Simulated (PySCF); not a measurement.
Isomers of C5H6O3S, one GFN2-xTB conformer each. Single-point energies are computed at PBE0/pcSseg-1 (PySCF, gas phase, no added dispersion term), electronic only.

Question: Rank them by PBE0/pcSseg-1 energy, lowest first (kJ/mol).
A. `[O:1]=[CH:2][O:3][C@@H:4]1[CH2:5][CH:6]=[CH:7][S@@:8]1=[O:9]` with O1–C2–O3–C4 3°, C2–O3–C4–C5 170°, O3–C4–C5–C6 -138°, C4–C5–C6–C7 12°, C6–C7–S8–O9 94°, O3–C4–S8–C7 139°
B. `[CH3:1][S@:2](=[O:3])[c:4]1[cH:5][cH:6][c:7]([OH:8])[o:9]1` with C1–S2–C4–C5 104°, C6–C7–O8–H 178°

Answer: A (0.0), B (17.1).

As drawn, the lower has a C=O bond, a C(=O)–O unit and a C=C bond outside aromatic rings, which the higher lacks; the higher has an aromatic ring and an O–H bond, which the lower lacks. GFN2-xTB itself gives, in the same order: 17.8, 0.0. GFN2-xTB puts C[S@](=O)c1ccc(O)o1 lowest instead.

Which frontier levels, dipoles and rotational constants go with these structures?

```json
{"SMILES": "O=CO[C@@H]1CC=C[S@@]1=O", "HOMO (eV, PBE0/pcSseg-1)": "-6.70", "LUMO (eV)": "-0.77", "dipole (D)": "4.62", "A, B, C (MHz)": "2637, 1369, 1043"}
{"SMILES": "C[S@](=O)c1ccc(O)o1", "HOMO (eV, PBE0/pcSseg-1)": "-6.23", "LUMO (eV)": "-0.23", "dipole (D)": "3.82", "A, B, C (MHz)": "3421, 851.2, 754.1"}
```
